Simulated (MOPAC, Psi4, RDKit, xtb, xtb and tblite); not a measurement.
Two geometries of SMILES FC(F)(F)C[SiH2]B, relaxed at GFN2-xTB with one dihedral held; other torsions can differ between them too.

Structure A

```
13

B      2.0656    -0.2299    -0.6854
Si     1.0336     0.0483     0.9554
C     -0.8434    -0.3543     0.7025
C     -1.3681    -1.1679     1.8389
F     -2.6843    -1.4478     1.7321
F     -1.2202    -0.5632     3.0300
F     -0.7534    -2.3613     1.9468
H      3.1862     0.0975    -0.7244
H      1.6258    -0.7270    -1.6475
H      1.0154     1.4162     1.5057
H      1.4814    -0.8057     2.0679
H     -1.0201    -0.9298    -0.2053
H     -1.4461     0.5503     0.6456
```

Structure B

```
13

B     -1.9425    -0.0804    -0.7700
Si    -0.9449     0.2994     0.8714
C      0.8539    -0.4032     0.7873
C      1.7870     0.4321     1.6002
F      3.0411    -0.0654     1.6525
F      1.9150     1.6824     1.1199
F      1.3941     0.5622     2.8795
H     -1.4457    -0.4859    -1.7470
H     -3.0921     0.1228    -0.8062
H     -0.7919     1.7438     1.1176
H     -1.4749    -0.2597     2.1276
H      0.9051    -1.4200     1.1733
H      1.2419    -0.4127    -0.2305
```

### Question
Which is lower in energy at the level Psi4 with DF-MP2 (frozen core)/cc-pVTZ // GFN2-xTB, and by how much?

### Answer
B is lower, by 0.44 kcal/mol (dihedral B1–Si2–C3–C4: 135° in A, 150° in B).

E(B) − E(A) in kcal/mol at the other levels, on the same two geometries: GFN2-xTB (xtb and tblite) -0.30; PBE0/def2-TZVP // GFN2-xTB (Psi4) -0.38; PBE0-D3(BJ)/def2-TZVP // GFN2-xTB (Psi4) -0.38; PBE/def2-TZVP // GFN2-xTB (Psi4) -0.36; PBE-D3(BJ)/def2-TZVP // GFN2-xTB (Psi4) -0.36; HF/cc-pVTZ // GFN2-xTB (Psi4) -0.42; UFF // GFN2-xTB (RDKit) -0.59; PM6, restricted, heats of formation // GFN2-xTB (MOPAC) -0.29; PM7, restricted, heats of formation // GFN2-xTB (MOPAC) -0.41; GFN1-xTB // GFN2-xTB (xtb) -0.40.
